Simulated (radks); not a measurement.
Results of a calculation; reference values are marked as such.
The bromine ion Br3+, 32 electrons, occupied as [Ar] 3d10 4s2 4p1 6f1 (not the ground configuration). Code: a radial shooting solver on a logarithmic mesh with Libxc functionals. Model: Dirac Kohn-Sham, PBE, spin-unpolarised, spherical densities, finite nucleus; open shells fill j = l - 1/2 first; Fermi nuclear charge, rms radius 4.1629 fm. Some entries of the table are withheld. Estimate them.

| orbital | occ. | eigenvalue (hartree) | r(max) (bohr) | <r> (bohr) |
|---|---|---|---|---|
| 1s1/2 | 2 | -491.1686 | 0.02791 | 0.04275 |
| 2s1/2 | 2 | -65.54130 | 0.1593 | 0.1892 |
| 2p1/2 | 2 | -59.21206 | 0.1252 | (1) |
| 2p3/2 | 4 | -57.46569 | 0.1284 | (2) |
| 3s1/2 | 2 | -10.60303 | 0.4840 | 0.5507 |
| 3p1/2 | 2 | (3) | 0.4752 | 0.5560 |
| 3p3/2 | 4 | (4) | 0.4838 | 0.5664 |
| 3d3/2 | 4 | -4.32595 | 0.4288 | 0.5831 |
| 3d5/2 | 6 | -4.28567 | 0.4315 | 0.5870 |
| 4s1/2 | 2 | -2.35030 | 1.350 | 1.508 |
| 4p1/2 | 1 | -1.82007 | 1.485 | 1.680 |
| 4p3/2 | 0 | -1.79016 | 1.508 | 1.704 |
| 6f5/2 | 1 | -0.21801 | 12.01 | 10.88 |
| 6f7/2 | 0 | -0.21800 | 12.01 | 10.88 |

Answer. 
(1) 2p1/2 <r> (bohr): 0.1627
(2) 2p3/2 <r> (bohr): 0.1666
(3) 3p1/2 eigenvalue (hartree): -8.40031
(4) 3p3/2 eigenvalue (hartree): -8.14841
